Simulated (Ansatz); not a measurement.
Total energies of CH$_{5}$ClFPSi, SMILES `C[Si](F)(P)Cl`.

Z-matrix (Å, degrees):
```
C
Si 1 1.847
H 1 1.092 2 110.5
H 1 1.092 2 110.1 3 119.9
H 1 1.093 2 110.5 3 -120.2
F 2 1.598 1 108.4 3 -177.2
P 2 2.238 1 113.2 3 58.4
Cl 2 2.052 1 109.9 3 -61.3
H 7 1.420 2 92.1 1 168.6
H 7 1.423 2 92.2 1 74.9
```

Charge 0, multiplicity 1. All single points use the PBE0-D4/def2-TZVP geometry. It is one conformer, not always the lowest. Basis def2-TZVPP, Ansatz.

RPA on PBE orbitals: Hartree–Fock energy of these orbitals -1229.56716 Eh, correlation -1.47315 Eh (frozen core).

```json
{"functional": "PBE", "energy without D4 (Eh)": "-1231.59150", "D4 term (kJ/mol)": "-27.1"}
{"functional": "BLYP", "energy without D4 (Eh)": "-1232.19581", "D4 term (kJ/mol)": "-58.6"}
{"functional": "B97M-V", "energy without D4 (Eh)": "-1231.93403", "D4 term (kJ/mol)": "–"}
{"functional": "PBE0", "energy without D4 (Eh)": "-1231.69674", "D4 term (kJ/mol)": "-23.2"}
{"functional": "B3LYP", "energy without D4 (Eh)": "-1232.30015", "D4 term (kJ/mol)": "-44.1"}
{"functional": "r2SCAN0", "energy without D4 (Eh)": "-1232.07136", "D4 term (kJ/mol)": "-7.8"}
{"functional": "CAM-B3LYP", "energy without D4 (Eh)": "-1232.22470", "D4 term (kJ/mol)": "-23.9"}
{"functional": "LC-ωPBE", "energy without D4 (Eh)": "-1231.84731", "D4 term (kJ/mol)": "–"}
{"functional": "B2PLYP", "energy without D4 (Eh)": "-1231.77794", "D4 term (kJ/mol)": "–"}
{"functional": "PBE-QIDH", "energy without D4 (Eh)": "-1231.42869", "D4 term (kJ/mol)": "–"}
```

(1) Give the same for LDA (SPW92), revPBE, r2SCAN, r2SCANh, HSE06 (plane-wave form), BHLYP, ωB97X-V, ωB97M-V. (An estimate is asked.)

B3LYP takes the VWN-RPA correlation (the form of Gaussian; ORCA's B3LYP/G). HSE06 is the plane-wave form, built on full-range PBE exchange. The double hybrids freeze the cores in their second-order part.

## Answers

(1) Ansatz gave: 
| functional | energy without D4 (Eh) | D4 term (kJ/mol) |
| --- | --- | --- |
| LDA (SPW92) | -1227.31070 | – |
| revPBE | -1231.98102 | -73.9 |
| r2SCAN | -1232.09866 | -6.5 |
| r2SCANh | -1232.08726 | -7.0 |
| HSE06 (plane-wave form) | -1231.66882 | -21.8 |
| BHLYP | -1232.18041 | -36.1 |
| ωB97X-V | -1232.03268 | – |
| ωB97M-V | -1232.13078 | – |

LC-ωPBE has ω = 0.4 bohr⁻¹.
